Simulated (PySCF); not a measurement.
**Two-component Hartree-Fock for Er⁴⁹⁺ (erbium, charge +49)**

Start: [Ar] 3d1; 3d3/2 filled at m_j = +3/2. Calculated with PySCF 2.14 in an uncontracted even-tempered set (15 s from 13 bohr⁻², ratio 2.8; 12 p from 16 bohr⁻², ratio 2.8; 8 d from 16 bohr⁻², ratio 2.8; 3 f from 50 bohr⁻², ratio 3): generalised Hartree-Fock with the X2C-1e Hamiltonian and a Gaussian nucleus; one run each with spin-orbit coupling (SO) switched off, then screened by Boettger's factors.

| spinor shell | electrons | ε, spin-free (eV) | ε, screened SO (eV) | weight of nominal j (screened SO) | rms radius, screened SO (bohr) |
| --- | --- | --- | --- | --- | --- |
| 1s1/2 | 2 | -61000.1 | -60986.3 | 1.000 | 0.0231 |
| 2s1/2 | 2 | -12961.1 | -12956.3 | 1.000 | 0.0925 |
| 2p1/2 | 2 | -11837.1 | -12499.2 | 1.000 | 0.0789 |
| 3s1/2 | 2 | -4944.2 | -4942.7 | 1.000 | 0.228 |
| 3p1/2 | 2 | -4592.9 | -4761.7 | 1.000 | 0.216 |
| 3p3/2 | 4 | -4592.9 | -4520.5 | 1.000 | 0.229 |
| 3d3/2 | 1 | -4267.3 | -4298.2 | 1.000 | 0.195 |

(1) Where does 2p3/2 lie, and what is the 2p spin-orbit splitting (screened SO)?

```json
{"quantity": "E (hartree)", "spin-free": "-10854.55703", "screened SO": "-10866.32179"}
{"quantity": "M_J", "spin-free": "3/2", "screened SO": "3/2"}
{"quantity": "⟨J²⟩", "spin-free": "3.953", "screened SO": "3.750"}
{"quantity": "⟨L²⟩", "spin-free": "6.001", "screened SO": "6.039"}
{"quantity": "⟨S²⟩", "spin-free": "0.750", "screened SO": "0.789"}
```

Each row is a mean over spinors that exchange with the open shell spreads, by up to 22.915 eV (3p1/2).

Breit and QED terms are absent; they matter most for the inner s and p1/2 levels.

Densities and radii are taken from the X2C orbitals without a picture-change correction, which distorts them close to the nucleus.

Without spin-orbit coupling the j labels of p, d and f shells carry no meaning; the spin-free column gives the mean over the occupied spinors of each nl shell, and its ⟨J²⟩ belongs to a mixture of degenerate components.

## Answers

(1) At -11557.5 eV, 941.70 eV above 2p1/2.
